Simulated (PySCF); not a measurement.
Al(F)(NCO)(OMe) (C2H3AlFNO2), SMILES C[O][Al]([F])[N]=C=O.

Coordinates come from a B3LYP-D3(BJ)/def2-SVP optimisation. Other conformers were not sampled.

Vertical ionisation energy (IE) and electron affinity (EA) in eV. Rows of orbital energies are one-electron estimates. Where ΔSCF, EOM or ADC give a negative EA the extra electron is unbound and the value depends on the basis.

```
level                                         IE    EA
------------------------------------------  ----  ----
−ε(HOMO), −ε(LUMO), PBE0/def2-TZVP (PySCF)   [?]   [?]
−ε(HOMO), −ε(LUMO), PBE/def2-TZVP (PySCF)   7.14  1.69
```

Problem. Some entries are withheld; supply them. (Estimate from the structure and the level; the computed values follow.)

Solution. 
- −ε(HOMO), −ε(LUMO), PBE0/def2-TZVP (PySCF), IE: 8.67
- −ε(HOMO), −ε(LUMO), PBE0/def2-TZVP (PySCF), EA: 0.82
